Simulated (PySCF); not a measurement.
Ga(SMe)3, C3H9GaS3, SMILES C[S][Ga]([S]C)[S]C, singlet (GFN2-xTB optimised geometry):

```
16

Ga     0.087     0.719     0.000
S     -1.047    -1.245     0.005
C      0.351    -2.429    -0.012
H      0.290    -3.002    -0.933
H      0.234    -3.085     0.845
H      1.304    -1.904     0.043
S     -1.047     2.683     0.000
C     -2.771     2.064    -0.002
H     -2.792     0.975     0.019
H     -3.253     2.433    -0.902
H     -3.265     2.466     0.878
S      2.355     0.719     0.000
C      2.682     2.522    -0.009
H      3.254     2.748    -0.903
H      3.265     2.755     0.877
H      1.749     3.085    -0.005
```

Level of theory: PBE0/def2-TZVP in PySCF.

### Question
What are the frontier orbital energies and the dipole moment?

### Answer
HOMO-2 -7.58 eV, HOMO-1 -6.86 eV, HOMO -6.86 eV, LUMO -1.02 eV, LUMO+1 -0.66 eV; dipole moment 0.03 D.

On the same geometry PBE/def2-TZVP (PySCF) gives HOMO-2 -6.34 eV, HOMO-1 -5.66 eV, HOMO -5.66 eV, LUMO -1.89 eV, LUMO+1 -1.36 eV; dipole moment 0.03 D.

Meta-Löwdin charges at PBE0/def2-TZVP: Ga1 0.41, S2 -0.16, C3 -0.39, H4 0.14, H5 0.14, H6 0.14, S7 -0.16, C8 -0.39, H9 0.14, H10 0.14, H11 0.14, S12 -0.16, C13 -0.39, H14 0.14, H15 0.14, H16 0.14.
